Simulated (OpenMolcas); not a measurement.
# How basis sets differ on SiH2OF2 (SMILES O[SiH](F)F)

SiH2OF2 has 6 atoms, charge 0, and is taken as a singlet. SMILES: `O[SiH](F)F`. Geometry: relaxed at PBE0-D4/def2-TZVP. This is one conformer, not always the lowest.

```csv
atom,x (Å),y (Å),z (Å)
O,0.0277,1.1379,-0.5564
Si,0.1214,-0.2362,0.2852
F,0.7318,-1.4051,-0.5924
F,-1.3155,-0.7397,0.7221
H,-0.4774,1.1830,-1.3695
H,0.9541,-0.0038,1.4649
```

Quantity: the dipole moment, in D. The values are calculated.

```csv
level,kind,program,value (D),CPU time
HF/ANO-RCC-MB (DKH2),Hartree–Fock,OpenMolcas,1.01,2.6 s
HF/STO-3G,Hartree–Fock,OpenMolcas,0.49,3.1 s
HF/3-21G,Hartree–Fock,OpenMolcas,1.19,3.6 s
HF/6-311+G**,Hartree–Fock,OpenMolcas,1.20,25 s
```

The values span 0.49 to 1.20 D. Magnitudes only. Sets without polarisation functions give poor dipoles. Times are those of the runs behind each value, whatever else they computed, on shared processors of several kinds: orders of magnitude only.
